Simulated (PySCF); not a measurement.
Ga(F)2(vinyl) (C2H3F2Ga), SMILES C=[CH][Ga]([F])[F]. Atoms are numbered in the order given.

```xyz
8

Ga     0.0421    -0.3199     0.0000
F      0.9727    -1.8039     0.0000
F     -1.6886    -0.6084     0.0000
C      0.7572     1.4717     0.0000
C     -0.0675     2.5318     0.0000
H      1.8422     1.6229     0.0000
H      0.3142     3.5598     0.0000
H     -1.1571     2.4230     0.0000
```

Geometry optimised at TPSSh-D3(BJ)/def2-SVP. The structure was generated by enumeration; whether it is a known compound was not checked. One conformer was computed; it need not be the lowest.

All values below come from r2SCAN/def2-TZVP (PySCF).

ESP charges are fitted to the potential on shells at 1.4 to 2.0 van der Waals radii. Atomic charges (e):

| atom | ESP fit | Mulliken | meta-Löwdin | Löwdin |
|---|---|---|---|---|
| Ga1 | 1.07 | 0.80 | 1.09 | 0.29 |
| F2 | -0.44 | ? | -0.49 | -0.11 |
| F3 | -0.43 | ? | -0.50 | -0.11 |
| C4 | -0.51 | -0.27 | -0.33 | -0.31 |
| C5 | -0.20 | ? | -0.18 | -0.16 |
| H6 | 0.20 | ? | 0.14 | 0.15 |
| H7 | 0.17 | 0.13 | 0.13 | 0.12 |
| H8 | 0.14 | 0.15 | 0.13 | 0.14 |

### Question
Some entries are withheld; supply them. (The exact figures need the calculation; the answer reports its results.)

### Answer

- F2, Mulliken: -0.38
- F3, Mulliken: -0.38
- C5, Mulliken: -0.20
- H6, Mulliken: 0.14
